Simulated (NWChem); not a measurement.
Species: BiH3O; SMILES [OH][BiH2]

All runs: NWChem. def2 effective core potentials on Bi; no spin-orbit coupling. Each level has its own optimisation; frequencies are unscaled.

Among these, which level gives the highest value of “lowest (cm⁻¹)”?
(A) PBE/def2-SVP
(B) PBE0/def2-SVP
(C) BLYP/def2-SVP

B, PBE0/def2-SVP. Values: BLYP/def2-SVP 242; PBE/def2-SVP 244; PBE0/def2-SVP 261
